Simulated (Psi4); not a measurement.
C₆H₁₈Si₂, triplet, at the geometry of the source list (a higher spin typed on purpose: for a closed-shell molecule this is an excited state); CAM-B3LYP/def2-SVP (Psi4).

Input for Psi4:
```
memory 2 GB

molecule mol {
0 3
  C    -1.848500   -0.743000   -1.647700
  Si   -1.157700   -0.187400    0.048900
  C    -2.101600    1.397000    0.561700
  C    -1.592500   -1.551000    1.319900
  Si    1.157800    0.187400   -0.048900
  C     1.848500    0.743000    1.647700
  C     1.592500    1.551000   -1.319900
  C     2.101600   -1.397000   -0.561700
  H    -1.377800   -1.663400   -1.979800
  H    -1.666600    0.008800   -2.409900
  H    -2.920000   -0.918900   -1.612200
  H    -3.174500    1.233300    0.609700
  H    -1.780800    1.745000    1.539100
  H    -1.926000    2.203300   -0.144200
  H    -2.662500   -1.731500    1.372200
  H    -1.115200   -2.492100    1.063400
  H    -1.258700   -1.278200    2.316600
  H     2.920000    0.918900    1.612200
  H     1.377800    1.663400    1.979800
  H     1.666600   -0.008800    2.409900
  H     1.258700    1.278200   -2.316600
  H     1.115200    2.492100   -1.063400
  H     2.662500    1.731500   -1.372200
  H     1.780800   -1.745000   -1.539100
  H     1.926000   -2.203300    0.144200
  H     3.174500   -1.233300   -0.609700
}

set basis def2-svp
set reference uks

energy('cam-b3lyp')
print_variables()
```

Q: What does Psi4 print? Leave out banner, timings and long lists.

A: 
```
   => Loading Basis Set <=

    Name: DEF2-SVP
    Role: ORBITAL
    Keyword: BASIS

         ---------------------------------------------------------
                                   SCF
               by Justin Turney, Rob Parrish, Andy Simmonett
                          and Daniel G. A. Smith
                              UKS Reference
         ---------------------------------------------------------

  ==> Geometry <==

    Molecular point group: c1
    Full point group: C1

    Geometry (in Angstrom), charge = 0, multiplicity = 3:

       Center              X                  Y                   Z               Mass
    ------------   -----------------  -----------------  -----------------  -----------------
         C           -1.848519149857    -0.743000000000    -1.647700000000    12.000000000000
         SI          -1.157719149857    -0.187400000000     0.048900000000    27.976926534650
         C           -2.101619149857     1.397000000000     0.561700000000    12.000000000000
         C           -1.592519149857    -1.551000000000     1.319900000000    12.000000000000
         SI           1.157780850143     0.187400000000    -0.048900000000    27.976926534650
         C            1.848480850143     0.743000000000     1.647700000000    12.000000000000
         C            1.592480850143     1.551000000000    -1.319900000000    12.000000000000
         C            2.101580850143    -1.397000000000    -0.561700000000    12.000000000000
         H           -1.377819149857    -1.663400000000    -1.979800000000     1.007825032230
         H           -1.666619149857     0.008800000000    -2.409900000000     1.007825032230
         H           -2.920019149857    -0.918900000000    -1.612200000000     1.007825032230
         H           -3.174519149857     1.233300000000     0.609700000000     1.007825032230
         H           -1.780819149857     1.745000000000     1.539100000000     1.007825032230
         H           -1.926019149857     2.203300000000    -0.144200000000     1.007825032230
         H           -2.662519149857    -1.731500000000     1.372200000000     1.007825032230
         H           -1.115219149857    -2.492100000000     1.063400000000     1.007825032230
         H           -1.258719149857    -1.278200000000     2.316600000000     1.007825032230
         H            2.919980850143     0.918900000000     1.612200000000     1.007825032230
         H            1.377780850143     1.663400000000     1.979800000000     1.007825032230
         H            1.666580850143    -0.008800000000     2.409900000000     1.007825032230
         H            1.258680850143     1.278200000000    -2.316600000000     1.007825032230
         H            1.115180850143     2.492100000000    -1.063400000000     1.007825032230
         H            2.662480850143     1.731500000000    -1.372200000000     1.007825032230
         H            1.780780850143    -1.745000000000    -1.539100000000     1.007825032230
         H            1.925980850143    -2.203300000000     0.144200000000     1.007825032230
         H            3.174480850143    -1.233300000000    -0.609700000000     1.007825032230

  Running in c1 symmetry.

  Rotational constants: A =      0.05218  B =      0.02942  C =      0.02942 [cm^-1]
  Rotational constants: A =   1564.21749  B =    881.99147  C =    881.98432 [MHz]
  Nuclear repulsion =  564.547616532772849

  Charge       = 0
  Multiplicity = 3
  Electrons    = 82
  Nalpha       = 42
  Nbeta        = 40

  ==> Algorithm <==

  SCF Algorithm Type is DF.
  DIIS enabled.
  MOM disabled.
  Fractional occupation disabled.
  Guess Type is SAD.
  Energy threshold   = 1.00e-06
  Density threshold  = 1.00e-06
  Integral threshold = 1.00e-12

  ==> Primary Basis <==

  Basis Set: DEF2-SVP
    Blend: DEF2-SVP
    Number of shells: 106
    Number of basis functions: 210
    Number of Cartesian functions: 218
    Spherical Harmonics?: true
    Max angular momentum: 2

  ==> DFT Potential <==

[...]
    Using symmetric orthogonalization.

  ==> Pre-Iterations <==

  SCF Guess: Superposition of Atomic Densities via on-the-fly atomic UHF (no occupation information).

   -------------------------
    Irrep   Nso     Nmo
   -------------------------
     A        210     210
   -------------------------
    Total     210     210
   -------------------------

  ==> Iterations <==

                           Total Energy        Delta E     RMS |[F,P]|

   @DF-UKS iter SAD:  -816.65757609910690   -8.16658e+02   0.00000e+00
   @DF-UKS iter   1:  -817.02581238348910   -3.68236e-01   5.67600e-03 ADIIS/DIIS
   @DF-UKS iter   2:  -817.21401036607790   -1.88198e-01   4.81560e-03 ADIIS/DIIS
   @DF-UKS iter   3:  -817.77569799729827   -5.61688e-01   2.23659e-04 ADIIS/DIIS
   @DF-UKS iter   4:  -817.77733828144915   -1.64028e-03   1.02642e-04 ADIIS/DIIS
   @DF-UKS iter   5:  -817.77773357595083   -3.95295e-04   2.81339e-05 DIIS
   @DF-UKS iter   6:  -817.77777793380699   -4.43579e-05   8.53271e-06 DIIS
   @DF-UKS iter   7:  -817.77778514891838   -7.21511e-06   3.51585e-06 DIIS
   @DF-UKS iter   8:  -817.77778733546279   -2.18654e-06   1.84397e-06 DIIS
   @DF-UKS iter   9:  -817.77778797450424   -6.39041e-07   1.28128e-06 DIIS
   @DF-UKS iter  10:  -817.77778840510462   -4.30600e-07   4.81104e-07 DIIS
  Energy and wave function converged.

  ==> Post-Iterations <==

   Electrons on quadrature grid:
      Nalpha   =   42.0002073483 ; deviation = 2.073e-04
      Nbeta    =   39.9999586439 ; deviation = -4.136e-05
      Ntotal   =   82.0001659922 ; deviation = 1.660e-04

   @Spin Contamination Metric:   3.433731979E-03
   @S^2 Expected:                2.000000000E+00
   @S^2 Observed:                2.003433732E+00
   @S   Expected:                1.000000000E+00
   @S   Observed:                1.000000000E+00

    Orbital Energies [Eh]
    ---------------------

    Alpha Occupied:

[...]
    Alpha Virtual:

[...]
    Beta Occupied:

[...]
      40A     -0.343429

    Beta Virtual:

[...]
    Final Occupation by Irrep:
              A
    DOCC [    40 ]
    SOCC [     2 ]
    NA   [    42 ]
    NB   [    40 ]

  @DF-UKS Final Energy:  -817.77778840510462

   => Energetics <=

    Nuclear Repulsion Energy =            564.5476165327728495
    One-Electron Energy =               -2244.3113693854552366
    Two-Electron Energy =                 921.6736396071128183
    DFT Exchange-Correlation Energy =     -59.6876751595349120
    Empirical Dispersion Energy =           0.0000000000000000
    VV10 Nonlocal Energy =                  0.0000000000000000
    Total Energy =                       -817.7777884051046158

  UHF NO Occupations:
  HONO-2 :   40  A 1.9993288
  HONO-1 :   41  A 1.0000000
  HONO-0 :   42  A 1.0000000
  LUNO+0 :   43  A 0.0006712
  LUNO+1 :   44  A 0.0004322
  LUNO+2 :   45  A 0.0002036
  LUNO+3 :   46  A 0.0001453

Computation Completed

Properties will be evaluated at   0.000000,   0.000000,   0.000000 [a0]

Properties computed using the SCF density matrix

 Multipole Moments:

 ------------------------------------------------------------------------------------
     Multipole            Electronic (a.u.)      Nuclear  (a.u.)        Total (a.u.)
 ------------------------------------------------------------------------------------

 L = 1.  Multiply by 2.5417464519 to convert [e a0] to [Debye]
 Dipole X            :          0.0006161           -0.0003218            0.0002943
 Dipole Y            :          0.0000319           -0.0000000            0.0000319
 Dipole Z            :         -0.0000017            0.0000000           -0.0000017
 Magnitude           :                                                    0.0002960

 ------------------------------------------------------------------------------------

  Variable Map:
  ----------------------------------------------------------------------------
[...]
  Array Variable Map:
  ----------------------------------------------------------------------------
[...]
[...]
```
